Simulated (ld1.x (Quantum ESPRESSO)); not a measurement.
Reading a pseudo-wave (Pd)

Columns: radius, all-electron u(r) and pseudo u(r) of the 4d shell (level -4.31 eV) of palladium in the configuration [Ar] 3d10 4s2 4p6 4d10 5s0 5p0; LDA (PZ), scalar-relativistic, TM scheme, ld1.x (Quantum ESPRESSO) 7.5.

```csv
r (bohr),all-electron,pseudo
0.088,0.1520,-0.0027
0.175,0.3763,-0.0203
0.262,0.3997,-0.0640
0.350,0.2506,-0.1399
0.438,0.0244,-0.2448
0.525,-0.2071,-0.3673
0.612,-0.4106,-0.4947
0.700,-0.5735,-0.6138
0.788,-0.6918,-0.7117
0.875,-0.7692,-0.7815
0.962,-0.8145,-0.8237
1.050,-0.8347,-0.8418
1.138,-0.8360,-0.8407
1.225,-0.8239,-0.8264
1.312,-0.8028,-0.8038
1.400,-0.7754,-0.7756
1.487,-0.7445,-0.7446
1.575,-0.7114,-0.7114
1.662,-0.6777,-0.6777
1.750,-0.6437,-0.6437
1.838,-0.6103,-0.6103
1.925,-0.5782,-0.5782
2.012,-0.5472,-0.5472
2.100,-0.5172,-0.5172
2.188,-0.4887,-0.4887
2.275,-0.4619,-0.4619
```

How many radial nodes do the two functions have?

The all-electron 4d function has n − l − 1 = 1; the pseudo-wave has 0, since the states of the same l below it are removed with the core.

At about which radius was the pseudo-wave matched?

1.60 bohr. The columns agree to 0.0005 from 1.40 bohr on; several derivatives are matched, so the curves merge somewhat inside the radius.

Where does each function peak?

Outermost all-electron maximum near 1.14 bohr, pseudo maximum near 1.05 bohr (to the table’s step).

Is the pseudo-wave norm-conserving?

Yes: the TM scheme keeps the norm inside the radius equal to the all-electron one, which fixes the energy derivative of the logarithmic derivative at the level.
